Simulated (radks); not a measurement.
Excited configurations of Eu I: one electron is placed in a higher orbital outside [Xe] 4f7 6s1. The ground configuration is [Xe] 4f7 6s2. All-electron calculation, Dirac Kohn-Sham, PBE, spin-unpolarised, spherical densities, point nucleus; open shells fill j = l - 1/2 first. Program: a radial shooting solver on a logarithmic mesh with Libxc functionals. Excitation = E - E(ground); binding = E(ion) - E, where the ion is the core of charge +1; n* = 1/sqrt(2 binding) in atomic units, and the quantum defect is n - n*.

outer orbital  excitation (eV)  binding (eV)     n*  quantum defect  eigenvalue (eV)  <r> (bohr)
5d3/2                    2.075         3.941  1.858           3.142           -1.101       3.703
5f5/2                    5.086         0.930  3.825           1.175           -0.428       16.80
6p1/2                    2.344         3.671  1.925           4.075           -1.863       5.556
6d3/2                    4.528         1.488  3.024           2.976           -0.720       11.51
6f5/2                    5.363         0.653  4.565           1.435           -0.367       28.30
7s1/2                    3.879         2.136  2.524           4.476           -1.270       10.18
7p1/2                    4.408         1.607  2.909           4.091           -0.931       12.77
7d3/2                    5.083         0.932  3.820           3.180           -0.534       21.23
7f5/2                    5.538         0.478  5.338           1.662           -0.292       42.14

The Delta-SCF ionisation energy is 6.015 eV (NIST Atomic Spectra Database: 5.670 eV, measured). Self-interaction in the functional shifts the binding energies and quantum defects, so they are the method's values and not measured ones. Spin polarisation and multiplet splitting are left out, so open shells lie too high by an amount that depends on their filling.

Beside tabulated values, note that spin-unpolarised runs miss the spin-polarisation part of the exchange energy of open shells.
